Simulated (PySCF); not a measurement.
## B⁺ (boron, charge +1): UHF calculation

Configuration: [He] 2s2, closed-shell 1S. All numbers are calculated (PySCF 2.14, scalar relativity by spin-free X2C-1e, in x2c-TZVPall).

* Total energy: -24.243658 hartree
* One-electron energy: -30.3632 hartree
* Hartree (Coulomb) energy: 9.6130 hartree
* Exchange energy: -3.4935 hartree
* ⟨S²⟩: 0.0000
* ⟨L²⟩: 0.000
* Sum of ⟨r⟩: 4.247 bohr
* Sum of ⟨r²⟩: 7.936 bohr²
* Langevin diamagnetic susceptibility: -6.29 ×10⁻⁶ cm³/mol
* Time after the integrals: 0.06 s of wall time on 1 thread of Neoverse-V1 (shared host)

```json
{"shell": "1s", "electrons": "2", "mean orbital energy (eV)": "-222.81", "rms radius, mean of both spins (bohr)": "0.378"}
{"shell": "2s", "electrons": "2", "mean orbital energy (eV)": "-23.781", "rms radius, mean of both spins (bohr)": "1.96"}
```
